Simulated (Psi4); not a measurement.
CH₃O, charge -1, singlet, geometry from GFN2-xTB (a gas-phase anion, which may not be bound at this level). Base run: PBE/6-31G run with Psi4 1.11.

Input for Psi4:
```
memory 2 GB

molecule {
-1 1
C    -0.20279747    0.76033189   -0.01087792
O    -0.06501536   -0.72802358    0.00864442
H     0.87204730   -0.97615677    0.01814578
H     0.42634008    1.13030271    0.88017106
H     0.43852035    1.10805134   -0.90220468
}

set {
  basis 6-31g
}

energy('pbe')
print_variables()
```

Variants of this job, named by their change:

| change | basis functions | E (Eh) |
|---|---|---|
| base | 24 | -114.81964 |
| basis = cc-pVTZ-DK; relativity = spin-free X2C (with scf_type pk) | 102 | -115.00411 |
| basis = cc-pVDZ-DK; relativity = none (with scf_type pk) | 43 | -114.87227 |
| basis = cc-pVDZ-DK; relativity = spin-free X2C (with scf_type pk) | 43 | -114.94391 |
| basis = cc-pVTZ-DK; relativity = none (with scf_type pk) | 102 | -114.93267 |

Totals shift with the method and basis; they matter in differences.

A gas-phase anion may not be bound at this level; its values then depend on the basis.

Basis sets contracted for a relativistic Hamiltonian are a mismatch without it, so the rows without relativity aren't non-relativistic limits. No row has spin-orbit coupling; sets with core potentials leave out the core electrons.
